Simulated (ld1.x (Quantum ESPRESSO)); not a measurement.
# Scattering properties, ultrasoft potential for Cd (Z = 48)

```
Element                 : cadmium (Cd)
Generator               : ld1.x (Quantum ESPRESSO) 7.5
Type                    : ultrasoft
Functional              : PW91
Relativity              : fully relativistic
Frozen core             : [Kr]
Valence charge          : 12
Reference configuration : 4d9 5s0 5p0 (charge +3)
Partial waves           : 5s (bound, empty): rcut 1.75, rcutus 2.25 bohr; 5s channel at -1 Ry: rcut 1.75, rcutus 2.25 bohr; 5p (bound, empty): rcut 1.75, rcutus 2.00 bohr; 5p channel at 1.4 Ry: rcut 1.75, rcutus 2.00 bohr; 4d (bound): rcut 1.70, rcutus 1.85 bohr; 4d channel at -1.8 Ry: rcut 1.70, rcutus 1.85 bohr
Local potential         : all-electron potential smoothed inside 1.95 bohr (lloc = -1)
Core correction         : Bessel-smoothed model core inside 1.00 bohr
Augmentation charge     : built from norm-conserving waves at rcut, not smoothed further
```

Open shells are filled in proportion to 2j + 1 (rel_dist='average').

The phase is arctan(r·u′/u) with u = r·R(r), unwrapped; energies in Ry, scanned from -5 to 5 Ry. A pole is an energy at which the radial function vanishes at the test radius. The pseudo phase is shifted by a multiple of π to meet the all-electron one at the reference energy, and phase errors are pseudo minus all-electron; the curves can meet again beyond the range given. Levels narrower than the energy grid can be missing from the lists of poles. n/a: not evaluated, since a narrow level or a reset projector energy made the automatic matching unsafe.

```
channel  radius (bohr)  reference energy (Ry)  poles, all-electron  poles, pseudo  unbroken range about the reference energy with phases within 0.05 rad  phase error 1 Ry above the reference energy (rad)
      s           2.45                  -2.38                -0.37          -0.37                                                                    n/a                                                n/a
   p1/2           2.45                  -1.83                 0.86     0.85, 1.94                                                              below 1.9                                             -0.002
   p3/2           2.45                  -1.78                 1.10           1.10                                                             below -0.7                                             -0.033
   d3/2           2.45                  -3.41          -3.24, 3.49   -3.25, -2.53                                                             below -2.8                                             -3.019
   d5/2           2.45                  -3.35          -3.18, 3.56   -3.18, -2.56                                                             below -2.9                                             -3.036
```

A Bessel basis up to 400 Ry misses an occupied level by 0.36 Ry, so cutoffs and ghosts were not judged.

Phases in the p1/2 channel:

| E (Ry) | all-electron | pseudo |
| --- | --- | --- |
| -5.00 | 1.311 | 1.308 |
| -4.48 | 1.278 | 1.275 |
| -3.96 | 1.232 | 1.229 |
| -3.44 | 1.158 | 1.155 |
| -2.92 | 1.024 | 1.022 |
| -2.40 | 0.721 | 0.720 |
| -1.88 | -0.080 | -0.080 |
| -1.36 | -0.939 | -0.940 |
| -0.84 | -1.274 | -1.275 |
| -0.32 | -1.420 | -1.422 |
| 0.20 | -1.503 | -1.504 |
| 0.72 | -1.558 | -1.559 |
| 1.24 | -1.602 | -1.602 |
| 1.76 | -1.640 | -1.641 |
| 2.28 | -1.677 | -4.814 |
| 2.80 | -1.718 | -4.851 |
| 3.32 | -1.769 | -4.895 |
| 3.84 | -1.841 | -4.950 |
| 4.36 | -1.959 | -5.031 |
| 4.88 | -2.205 | -5.166 |
